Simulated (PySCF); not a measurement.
**Ionisation energy of Zn¹¹⁺ by level of theory**

Zn¹¹⁺ [Ar] 3d1 (2D) → Zn¹²⁺ [Ar] (1S), as a difference of total energies. Calculation: PySCF 2.14, in an even-tempered Gaussian basis (19 s from 0.59 bohr⁻², ratio 2.5; 12 p from 0.76 bohr⁻², ratio 2.5; 9 d from 0.76 bohr⁻², ratio 2.5; 4 f from 2.7 bohr⁻², ratio 2.7; 4 g from 4.1 bohr⁻², ratio 2.7); scalar relativity by spin-free X2C-1e. Correlated levels: outer shells: [Ne] frozen; virtual orbitals above 40 to 60 times the deepest correlated orbital energy dropped. The calculations carry no spin-orbit coupling.

| method | ionisation energy (eV) |
| --- | --- |
| UHF | 308.59 |
| LDA | 310.05 |
| PBE | 310.09 |
| PBE0 | 310.04 |
| r2SCAN | 310.21 |
| MP2 (outer shells) | 308.99 |
| SCS-MP2 (outer shells) | 308.95 |

Question: How much does correlation contribute at MP2 (outer shells)?

Answer: 308.99 − (308.59) = 0.40 eV, measured against UHF.

A first-order spin-orbit estimate (lowest level to lowest level, LS coupling) adds 0.373 eV.

For comparison: 310.8 ± 1 eV (semi-empirical (NIST evaluation); NIST Atomic Spectra Database, ionization energies).
